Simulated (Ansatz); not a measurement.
The cluster Rb4H4, relaxed as a singlet with RKS PBE0-D4/def2-SVP in Ansatz, starting from the GFN2-xTB geometry. Force threshold 0.02 eV/Å.

In the def2 sets Rb takes a core potential; there is no spin–orbit coupling. The structure comes from a short search, and lower isomers may exist.

Start:

```xyz
8

Rb    0.1277   -1.0156    1.4570
Rb    0.0098    1.4053   -1.8522
Rb    1.1560    3.5268    1.0844
Rb   -1.0977   -4.0733   -0.5707
H     0.5108   -3.4494    1.0571
H     1.5344    0.9670    0.7683
H    -0.2953    3.6503   -0.8403
H    -1.9458   -1.0111   -1.1036
```

| step | energy (eV) | largest force component (eV/Å) | SCF passes |
| --- | --- | --- | --- |
| 1 | -2685.4718 | 0.647 | 14 |
| 2 | -2685.7463 | 0.238 | 17 |
| 3 | -2685.8727 | 0.274 | 17 |
| 4 | -2685.9866 | 0.165 | 17 |
| 5 | -2686.0506 | 0.066 | 17 |
| 6 | -2686.0748 | 0.050 | 17 |
| 7 | -2686.0825 | 0.051 | 16 |
| 8 | -2686.0869 | 0.034 | 16 |
| 9 | -2686.0897 | 0.004 | 16 |
| 10 | -2686.0900 | 0.004 | 11 |

Force components are those of the run's own axes.

End:

```xyz
8

Rb    0.684   -1.385    1.406
Rb   -0.672    1.382   -1.413
Rb    1.351    3.950    0.912
Rb   -1.364   -3.948   -0.904
H     0.078   -4.024    1.238
H     0.969    1.321    1.028
H    -0.089    4.027   -1.231
H    -0.957   -1.324   -1.036
```

Bonds formed: Rb1–H8, Rb2–H8, Rb4–H8 (atoms count from 1). Metal–metal contacts that move far: Rb1–Rb3 4.67 to 5.40 Å.

The force fell under the threshold at step 9, but the optimiser went on. No frequencies were taken in this run, so the end may be a saddle point.

Run time 18 s (4 threads of Arm Neoverse V1 on a shared host).
